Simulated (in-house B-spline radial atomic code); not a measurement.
A fraction x of an electron is removed from 5s in La3+, starting from [Kr] 4d10 5s2 5p6 and keeping the highest spin. Computed with an all-electron radial atomic-structure program (B-spline basis): scalar-relativistic (X2C) PBE, spin-polarised, spherical fractional occupations, Fermi nucleus of rms radius 4.855 fm.

```json
{"x": "0", "E(x) - E(0) (eV)": "0.0000", "5s down level (eV)": "-61.589"}
{"x": "0.09", "E(x) - E(0) (eV)": "5.5951", "5s down level (eV)": "-62.746"}
{"x": "0.13", "E(x) - E(0) (eV)": "8.1152", "5s down level (eV)": "-63.262"}
{"x": "0.35", "E(x) - E(0) (eV)": "?", "5s down level (eV)": "?"}
{"x": "0.47", "E(x) - E(0) (eV)": "30.3727", "5s down level (eV)": "-67.673"}
{"x": "0.5", "E(x) - E(0) (eV)": "32.4088", "5s down level (eV)": "-68.064"}
{"x": "0.6", "E(x) - E(0) (eV)": "?", "5s down level (eV)": "?"}
{"x": "0.64", "E(x) - E(0) (eV)": "42.0660", "5s down level (eV)": "-69.897"}
{"x": "0.86", "E(x) - E(0) (eV)": "57.7614", "5s down level (eV)": "-72.792"}
{"x": "0.96", "E(x) - E(0) (eV)": "65.1066", "5s down level (eV)": "-74.114"}
{"x": "1", "E(x) - E(0) (eV)": "68.0817", "5s down level (eV)": "-"}
```

What belongs in the row x = 0.35?

An energy change of 22.3458 eV; 5s down at -66.110 eV.

What belongs in the row x = 0.6?

An energy change of 39.2806 eV; 5s down at -69.372 eV.

Check Janak's theorem between x = 0.09 and 0.13.

The slope of the energy is 63.00 eV; the orbital levels give 63.00 eV (-ε of the emptying orbital, averaged over the two points).
